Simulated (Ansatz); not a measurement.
This geometry of Cl2H3O3Ta + H2 (11 atoms, charge 0, multiplicity 1) is a first-order saddle point.

All numbers below come from RKS revPBE/def2-SVP (Ansatz 0.2.0).

```xyz
11
Properties=species:S:1:pos:R:3
Ta -0.282 0.173 0.159
O 1.872 -0.302 0.020
H 2.198 -0.588 0.900
Cl 0.234 0.042 2.517
O -0.033 0.253 -1.717
H 0.683 0.161 -2.369
Cl -2.054 1.671 0.329
O -1.074 -1.564 0.294
H -1.290 -2.165 1.029
H 0.959 1.701 0.304
H 1.663 0.884 0.179
```

Question: Which two structures does it join? (They come from a converged band through this point; their orientation in space is the band's.)

Answer: Bonds broken: H10–H11. Bonds formed: Ta1–H10, O2–H11. Cl2H3O3Ta + H2 becomes Cl2H5O3Ta.

Initial state:

```xyz
11
Properties=species:S:1:pos:R:3
Ta -0.364 -0.397 0.166
O 1.563 -0.374 0.291
H 1.968 -0.602 1.150
Cl -0.280 -0.920 2.538
O -0.227 -0.195 -1.703
H 0.108 -0.190 -2.613
Cl -1.547 1.582 0.550
O -1.389 -2.013 -0.017
H -1.558 -2.577 0.762
H 2.178 3.337 0.294
H 2.425 2.615 0.224
```

Final state:

```xyz
11
Properties=species:S:1:pos:R:3
Ta -0.504 0.304 0.218
O 1.787 -0.670 0.453
H 1.871 -0.489 1.417
Cl -0.028 0.646 2.560
O -0.263 0.372 -1.688
H 0.122 1.049 -2.269
Cl -2.564 1.377 0.279
O -0.712 -1.598 0.297
H 0.000 -2.261 0.219
H 0.790 1.536 0.108
H 2.376 0.000 0.052
```

Question: How far does it lie above each of them?

Answer: 29.0 kcal/mol above the first and 11.9 kcal/mol above the second. This is the barrier of this one path; another mechanism may lie lower. The orbitals stay closed-shell, which can raise the energy where a bond breaks towards radicals; this wasn't checked here.

Run time: 4.4 min on 4 threads of Arm Neoverse V2, with other jobs on the host, peak memory 0.22 GiB.
